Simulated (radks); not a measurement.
Results of a calculation; reference values are marked as such.
Sc XIX, configuration [He] 2s1. Code: a radial shooting solver on a logarithmic mesh with Libxc functionals. Model: non-relativistic Kohn-Sham, PBE, spin-unpolarised, spherical densities, point nucleus; without spin polarisation the odd electron is poorly described.

Local quantities along the radius. ELF = 1/(1 + alpha^2) is the electron localisation function; alpha = (tau - tau_W)/tau_unif compares the Pauli kinetic energy density with that of the uniform gas; 4 pi r^2 rho is in e/bohr; r v_xc is r times the local exchange-correlation potential (hartree bohr).

| r (bohr) | ELF | alpha | 4 pi r^2 rho | r v_xc |
|---|---|---|---|---|
| 0.002624 | 1.000 | 2.161e-06 | 0.4669 | -0.07975 |
| 0.002888 | 1.000 | 2.653e-06 | 0.5595 | -0.08421 |
| 0.003179 | 1.000 | 3.260e-06 | 0.6697 | -0.08908 |
| 0.0035 | 1.000 | 4.013e-06 | 0.8006 | -0.09440 |
| 0.003852 | 1.000 | 4.948e-06 | 0.9558 | -0.1002 |
| 0.00424 | 1.000 | 6.111e-06 | 1.139 | -0.1065 |
| 0.004668 | 1.000 | 7.562e-06 | 1.356 | -0.1134 |
| 0.005138 | 1.000 | 9.377e-06 | 1.611 | -0.1208 |
| 0.005656 | 1.000 | 0.00001165 | 1.910 | -0.1289 |
| 0.006225 | 1.000 | 0.00001452 | 2.259 | -0.1377 |
| 0.006853 | 1.000 | 0.00001815 | 2.666 | -0.1472 |
| 0.007543 | 1.000 | 0.00002275 | 3.138 | -0.1574 |
| 0.008303 | 1.000 | 0.00002862 | 3.682 | -0.1684 |
| 0.00914 | 1.000 | 0.00003614 | 4.307 | -0.1803 |
| 0.01006 | 1.000 | 0.00004583 | 5.020 | -0.1930 |
| 0.01116 | 1.000 | 0.00005958 | 5.901 | -0.2078 |
| 0.01229 | 1.000 | 0.00007631 | 6.819 | -0.2223 |
| 0.01353 | 1.000 | 0.00009830 | 7.843 | -0.2377 |
| 0.01489 | 1.000 | 0.0001274 | 8.973 | -0.2540 |
| 0.01639 | 1.000 | 0.0001663 | 10.21 | -0.2712 |
| 0.01804 | 1.000 | 0.0002187 | 11.54 | -0.2891 |
| 0.01986 | 1.000 | 0.0002899 | 12.95 | -0.3077 |
| 0.02186 | 1.000 | 0.0003880 | 14.42 | -0.3270 |
| 0.02406 | 1.000 | 0.0005246 | 15.93 | -0.3466 |
| 0.02649 | 1.000 | 0.0007171 | 17.43 | -0.3665 |
| 0.02916 | 1.000 | 0.0009926 | 18.87 | -0.3864 |
| 0.03209 | 1.000 | 0.001393 | 20.20 | -0.4060 |
| 0.03533 | 1.000 | 0.001984 | 21.36 | -0.4249 |
| 0.03889 | 1.000 | 0.002875 | 22.27 | -0.4428 |
| 0.0428 | 1.000 | 0.004242 | 22.88 | -0.4591 |
| 0.04712 | 1.000 | 0.006390 | 23.10 | -0.4733 |
| 0.05186 | 1.000 | 0.009845 | 22.91 | -0.4848 |
| 0.05709 | 1.000 | 0.01555 | 22.26 | -0.4928 |
| 0.06284 | 0.999 | 0.02526 | 21.15 | -0.4969 |
| 0.06917 | 0.998 | 0.04226 | 19.61 | -0.4963 |
| 0.07614 | 0.995 | 0.07304 | 17.71 | -0.4909 |
| 0.08382 | 0.983 | 0.1305 | 15.54 | -0.4809 |
| 0.09226 | 0.945 | 0.2412 | 13.23 | -0.4676 |
| 0.1016 | 0.826 | 0.4584 | 10.94 | -0.4533 |
| 0.1118 | 0.561 | 0.8844 | 8.807 | -0.4415 |
| 0.1231 | 0.261 | 1.682 | 6.964 | -0.4352 |
| 0.1355 | 0.101 | 2.987 | 5.508 | -0.4358 |
| 0.1491 | 0.046 | 4.558 | 4.485 | -0.4379 |
| 0.1641 | 0.033 | 5.438 | 3.884 | -0.4168 |
| 0.1807 | 0.041 | 4.810 | 3.638 | -0.3641 |
| 0.1989 | 0.087 | 3.233 | 3.640 | -0.3682 |
| 0.2189 | 0.237 | 1.793 | 3.757 | -0.4308 |
| 0.2429 | 0.585 | 0.8414 | 3.863 | -0.4829 |
| 0.2674 | 0.863 | 0.3989 | 3.831 | -0.4957 |
| 0.2943 | 0.966 | 0.1862 | 3.618 | -0.4825 |
| 0.324 | 0.993 | 0.08657 | 3.221 | -0.4552 |
| 0.3566 | 0.998 | 0.04018 | 2.686 | -0.4250 |
| 0.3925 | 1.000 | 0.01856 | 2.085 | -0.4020 |
| 0.4321 | 1.000 | 0.008500 | 1.499 | -0.3922 |
| 0.4756 | 1.000 | 0.003837 | 0.9923 | -0.3916 |
| 0.5236 | 1.000 | 0.001698 | 0.6002 | -0.3872 |
| 0.5763 | 1.000 | 0.0007336 | 0.3292 | -0.3656 |
| 0.6344 | 1.000 | 0.0003076 | 0.1622 | -0.3233 |
| 0.6983 | 1.000 | 0.0001245 | 0.07114 | -0.2668 |
| 0.7686 | 1.000 | 0.00004840 | 0.02746 | -0.2062 |
| 0.8461 | 1.000 | 0.00001794 | 0.009218 | -0.1500 |
| 0.9314 | 1.000 | 6.295e-06 | 0.002657 | -0.1030 |
| 1.025 | 1.000 | 2.077e-06 | 0.0006478 | -0.06658 |

On this mesh the ELF has minima near r = 0.16 bohr, which separate the shells.
